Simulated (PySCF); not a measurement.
C3, SMILES C(=[C])=[C] (connectivity only; charge and spin as stated), neutral, multiplicity 1.

Geometry: PBE-D3(BJ)/def2-TZVP. The isomer is the one that the SMILES or the coordinates give; other isomers of the formula were not compared.

Method: M06-2X/def2-TZVPD in PySCF.

Computed frontier levels, gap, dipole moment and polarisability:
| Property | Value |
|---|---|
| highest occupied level | -10.92 eV |
| lowest empty level | -3.55 eV |
| orbital gap | 7.36 eV |
| dipole moment | 0.00 D |
| quadrupole, principal values (traceless, Buckingham form, about the centre of nuclear charge) | -5.42, 2.71, 2.71 D·Å |
| mean static polarisability | 33.9 bohr³ (5.03 Å³) |
| polarisability, principal values | 24.9, 24.9, 51.8 bohr³ |
